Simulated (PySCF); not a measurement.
C2H7BrOSi.

```xyz
12

Si     0.4308     0.9026     0.6462
Br     1.4399    -0.6506    -0.5999
O     -1.1908     0.9137     0.3549
C     -2.0702    -0.1733     0.5655
C     -3.4789     0.2534     0.2341
H      0.7297     0.5590     2.0651
H      0.9485     2.2344     0.2564
H     -2.0071    -0.5127     1.6172
H     -1.7648    -1.0259    -0.0683
H     -3.5446     0.5780    -0.8147
H     -3.7897     1.0933     0.8729
H     -4.1805    -0.5803     0.3865
```

Coordinates come from a PBE0-D3(BJ)/def2-SVP optimisation. One conformer was computed; it need not be the lowest.

Computed with PBE/pcSseg-1 (PySCF). Non-relativistic, no solvent.

Computed absolute GIAO shielding of each atom: isotropic value and principal components (ppm):
| atom | σ(iso) | σ11 | σ22 | σ33 | span |
|---|---|---|---|---|---|
| Si1 | 344.4 | 296.9 | 336.2 | 400.1 | 103.2 |
| Br2 | 2545.4 | 2177.5 | 2658.0 | 2800.8 | 623.3 |
| O3 | 246.9 | 179.8 | 254.0 | 306.8 | 127.0 |
| C4 | 115.6 | 86.0 | 101.4 | 159.4 | 73.4 |
| C5 | 160.5 | 143.6 | 157.9 | 180.1 | 36.4 |
| H6 | 25.2 | 20.5 | 24.0 | 31.2 | 10.7 |
| H7 | 25.5 | 20.9 | 24.0 | 31.6 | 10.7 |
| H8 | 27.5 | 22.8 | 27.7 | 32.0 | 9.3 |
| H9 | 27.1 | 21.0 | 29.5 | 30.8 | 9.8 |
| H10 | 29.7 | 26.1 | 28.3 | 34.8 | 8.7 |
| H11 | 29.8 | 26.2 | 27.9 | 35.2 | 9.0 |
| H12 | 30.1 | 26.3 | 27.4 | 36.6 | 10.3 |
